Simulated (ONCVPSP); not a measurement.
N (Z = 7): ONCV pseudisation with LDA (Perdew-Wang 92), fully relativistic reference atom.

ONCVPSP 4.0.1 input, shortened (lines: element, Z, core and valence counts, functional; n l f; lmax; l rc ep ncon nbas qcut; lloc lpopt rc5 dvloc0; l nproj debl; icmod fcfact rcfact), LDA (Perdew-Wang 92), fully relativistic:

```
  N 7.00    1    2  -001012      upf
    1    0    2.00
    2    0    2.00
    2    1    2.50
    1
    0    0.85    0.00    4    7    9.30
    1    1.95    0.00    4    8    7.70
    4    3    0.80    6.00
    0    2    3.60
    1    2    1.80
    3    3.75    1.20
```

Open shells are filled in proportion to 2j + 1.

All-electron outer shells of the reference configuration (LDA (PZ), scalar-relativistic, ld1.x):

```tsv
shell	level (eV)	outermost node (bohr)	outermost maximum (bohr)
1s	-389.31	–	0.15
2s	-24.94	0.32	1.00
2p	-13.58	–	0.94
```

What the tests gave:

```json
{"Cutoffs needed": "32 Ha and 39 Ha (the cutoffs (Ha) at which the residual kinetic energy of the hardest occupied pseudo-wave falls to 1 and 0.1 mHa per electron)", "Ghost test": "no bound ghost flagged; no localised positive-energy state flagged", "Largest excitation error": "+1208 meV (all-electron minus pseudo) for 2s2 2p0, out of 4 test configurations", "rms error of d²Exc/dni dnj": "12.14 mHa without and 11.13 mHa with the model core"}
```

Generation and tests took about 2.1 s on one core of a shared server CPU.
